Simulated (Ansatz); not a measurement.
`B[Se]CC` + SiH₄ → `CC[Se][SiH3]` + BH₃  (formal exchange of groups at the Se–B bond)

Program: Ansatz. Geometries: PBE0-D4/def2-TZVP. ΔE: electronic, gas phase. CCSD(T)/CBS adds triple-zeta CCSD(T) − MP2 to the extrapolated MP2 energy (def2 sets, frozen cores). This one scheme is used for every species. Functionals use def2-TZVPP. For Se outer-core shells are correlated without core-valence functions, which leaves a few kJ/mol of doubt a bond. Scalar relativity is left out up to krypton. Each species was taken in one conformer, which may not be the lowest.

CCSD(T)/CBS gives +11.7 kcal/mol.

Task: Another level gave +13.2 kcal/mol. Which?
A. r2SCAN-D4/def2-TZVPP
B. PBE-D4/def2-TZVPP
C. HF/def2-TZVPP
D. ωB97X-V/def2-TZVPP

Result: A. r2SCAN-D4 13.2, PBE-D4 14.2, ωB97X-V 11.2, HF/def2-TZVPP 7.7 kcal/mol.

Largest T1 diagnostic among the species: 0.012.

From PBE to PBE0 (25 % exact exchange), in def2-TZVPP and without D4, ΔE moves by −1.9 kcal/mol. In def2-TZVPP, CCSD(T) changes the Hartree–Fock value by +5.1 kcal/mol (the triples alone add +0.9 kcal/mol) and MP2 by +4.2 kcal/mol. The D4 term adds −0.8 kcal/mol with B3LYP and −0.4 kcal/mol with PBE0; it sums over pairs of atoms, weighted by their polarisabilities, and B3LYP, whose exchange is more repulsive, gets the larger term.

B3LYP here is the variant with VWN-RPA as its local correlation; programs differ in this.
